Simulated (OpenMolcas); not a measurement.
Ir3+ in a point-charge field

Ir3+ among 6 point charges of -1.7 e arranged as a tetragonal octahedron (D4h), 2.06 Å from the ion, with the axial distance 2.328 Å.
```
   2.0600    0.0000    0.0000  -1.70
   0.0000    2.0600    0.0000  -1.70
  -2.0600    0.0000    0.0000  -1.70
   0.0000   -2.0600    0.0000  -1.70
   0.0000    0.0000    2.3278  -1.70
   0.0000    0.0000   -2.3278  -1.70
```

```yaml
Program: OpenMolcas
Method: CASSCF
Basis: ANO-RCC-VDZP [7s6p4d2f]
Scalar_Hamiltonian: DKH2, point nucleus
Active_space: 6 electrons in 5 orbitals (5d)
State_averaging: 2S+1 = 5 even, 5 roots; 2S+1 = 3 even, 45 roots; 2S+1 = 1 even, 50 roots
Spin-orbit_coupling: RASSI with atomic mean-field integrals over the reference wave functions
```

The lowest spin-free states (labels of D4, the rotations of D4h), above the lowest:

```csv
State,Degeneracy,E (cm-1),Free-ion L (%)
5E,2,0.0,D (100)
5B2,1,2771,D (100)
5A1,1,5951,D (100)
3E,2,11470,H (50)
5B1,1,12533,D (100)
3B2,1,12883,G (38)
3A2,1,14337,H (50)
1A1,1,15245,G (51)
3A2,1,17261,H (59)
3E,2,17535,H (78)
3E,2,18563,H (59)
3B1,1,19833,G (47)
1E,2,20188,I (60)
3E,2,20278,G (47)
1A2,1,22084,I (64)
3B2,1,22159,H (63)
3A1,1,22560,H (82)
3A2,1,22962,P (42)
3E,2,23248,G (50)
1B2,1,24451,I (44)
```

The lowest levels with spin-orbit coupling:

```json
{"E (cm-1)": "0.0", "Degeneracy": "1", "Label": "B1", "2S+1": "5 (75 %)", "g": ""}
{"E (cm-1)": "349.1", "Degeneracy": "1", "Label": "A1", "2S+1": "5 (74 %)", "g": ""}
{"E (cm-1)": "433.7", "Degeneracy": "2", "Label": "E", "2S+1": "5 (77 %)", "g": "0.00 0.00 1.87"}
{"E (cm-1)": "492.2", "Degeneracy": "1", "Label": "B2", "2S+1": "5 (85 %)", "g": ""}
{"E (cm-1)": "1072", "Degeneracy": "2", "Label": "E", "2S+1": "5 (89 %)", "g": "0.00 0.00 8.47"}
{"E (cm-1)": "3368", "Degeneracy": "1", "Label": "A1", "2S+1": "5 (74 %)", "g": ""}
{"E (cm-1)": "3910", "Degeneracy": "1", "Label": "A2", "2S+1": "5 (82 %)", "g": ""}
{"E (cm-1)": "5252", "Degeneracy": "2", "Label": "E", "2S+1": "5 (79 %)", "g": "0.00 0.00 4.65"}
{"E (cm-1)": "5537", "Degeneracy": "1", "Label": "A2", "2S+1": "5 (90 %)", "g": ""}
{"E (cm-1)": "6293", "Degeneracy": "1", "Label": "B2", "2S+1": "5 (62 %)", "g": ""}
{"E (cm-1)": "7249", "Degeneracy": "2", "Label": "E", "2S+1": "5 (87 %)", "g": "0.00 0.00 4.70"}
{"E (cm-1)": "9502", "Degeneracy": "1", "Label": "B1", "2S+1": "5 (67 %)", "g": ""}
{"E (cm-1)": "9987", "Degeneracy": "1", "Label": "B2", "2S+1": "5 (84 %)", "g": ""}
{"E (cm-1)": "10213", "Degeneracy": "1", "Label": "A1", "2S+1": "5 (68 %)", "g": ""}
{"E (cm-1)": "10924", "Degeneracy": "2", "Label": "E", "2S+1": "5 (75 %)", "g": "0.00 0.00 3.02"}
{"E (cm-1)": "12238", "Degeneracy": "1", "Label": "A1", "2S+1": "3 (41 %)", "g": ""}
{"E (cm-1)": "13612", "Degeneracy": "1", "Label": "B1", "2S+1": "3 (62 %)", "g": ""}
{"E (cm-1)": "13960", "Degeneracy": "2", "Label": "E", "2S+1": "3 (61 %)", "g": "0.00 0.00 0.42"}
{"E (cm-1)": "15309", "Degeneracy": "2", "Label": "E", "2S+1": "5 (61 %)", "g": "0.00 0.00 1.01"}
{"E (cm-1)": "15369", "Degeneracy": "1", "Label": "B1", "2S+1": "5 (62 %)", "g": ""}
```

Powder χT (cm3 K/mol): 0.0255 at 2 K, 0.128 at 10 K, 0.638 at 50 K, 1.3 at 100 K, 2.59 at 200 K, 3.39 at 300 K. The effective moment at 300 K is 2.828 √(χT) = 5.21 μB.

Spin-orbit coupling mixes the spin-free states strongly: the lowest level takes only 67 % from its leading state, 5E. An orbital doublet at a regular site is open to a Jahn-Teller distortion, which this geometry leaves out. Without dynamic correlation the repulsion within the d shell is too large (B by tens of per cent), so at a given field states of lower spin stand too high. This shell can be high or low spin here, a state of another spin lies low, and with metal d orbitals alone active their balance is uncertain, so the ground spin may be wrong. Point charges give a weaker field than real ligands, and real ions of this kind are as a rule low spin; the high spin found here belongs to the model. This is an electrostatic model: the charges have no orbitals. No measured value stands beside these numbers.

With an even number of electrons the g values are those of a degenerate or nearly degenerate non-Kramers pair.
